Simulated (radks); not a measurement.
All-electron atom: Sm46+ in [Ne] 3s2 3p4 (the NIST ground configuration).

Calculated with a radial shooting solver on a logarithmic mesh with Libxc functionals: scalar-relativistic Kohn-Sham, PBE, spin-unpolarised, spherical densities, point nucleus.

Energy parts (hartree):
part                       energy
total                  -8442.1930
kinetic                 9143.3886
electron-nucleus      -18486.7247
Hartree                 1034.0010
exchange-correlation    -132.8578

Orbitals (lengths in bohr, moments of r in powers of bohr; <r^-3> diverges for s and p1/2):
orbital  occ.  eigenvalue (hartree)  <r^-3>      <r>
1s          2             -1826.589       -  0.02274
2s          2             -387.2706       -  0.09588
2p          6             -357.9070   10400  0.08431
3s          2             -151.3757       -   0.2334
3p          4             -142.3836    2692   0.2274

The highest occupied level is 3p at -3874.5 eV. The density falls to 0.001 e/bohr^3 at r = 0.68 bohr. Summed over all electrons, <r^2> = 0.4375 bohr^2, which gives a Langevin (diamagnetic) susceptibility term of -0.347 x 10^-6 cm^3/mol.
